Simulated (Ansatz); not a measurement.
Consider the ligand exchange at the Si–C bond: `N=C(O)C[SiH2]Cl` + `N[SiH](O)O` → `O[SiH](O)N[SiH2]Cl` + `CC(=N)O`.

Isolated molecules relaxed with PBE0-D4/def2-TZVP in Ansatz; ΔE leaves out vibrations. CBS: MP2 limit from def2 TZ/QZ plus the TZ coupled-cluster correction, frozen cores. This one scheme is used for every species. Functionals use def2-TZVPP. One conformer a species, not always the lowest.

**Question.** Is it downhill or uphill in electronic energy at CCSD(T)/CBS, and by how much? (Best estimate.)

**Answer.** The calculation gave: Downhill: ΔE = -17.4 kcal/mol.

**Question.** What do these levels give: PBE-D4, r2SCAN-D4, PBE0-D4, ωB97M-V, B2PLYP, PBE, PBE0, HF/def2-TZVPP, MP2/def2-TZVPP, CCSD(T)/def2-TZVPP, MP2/def2-QZVPP, SCS-MP2/def2-QZVPP? (An estimate is asked.)

**Answer.** The calculation gave: PBE-D4 -16.0, r2SCAN-D4 -17.4, PBE0-D4 -16.7, ωB97M-V -17.5, B2PLYP -17.4, PBE -15.5, PBE0 -16.2, HF/def2-TZVPP -19.1, MP2/def2-TZVPP -17.3, CCSD(T)/def2-TZVPP -17.3, MP2/def2-QZVPP -17.4, SCS-MP2/def2-QZVPP -17.7 kcal/mol.

Largest T1 diagnostic among the species: 0.013.

From PBE to PBE0 (25 % exact exchange), in def2-TZVPP and without D4, ΔE moves by −0.7 kcal/mol. In def2-TZVPP, CCSD(T) changes the Hartree–Fock value by +1.8 kcal/mol (the triples alone add +0.2 kcal/mol) and MP2 by +1.8 kcal/mol.
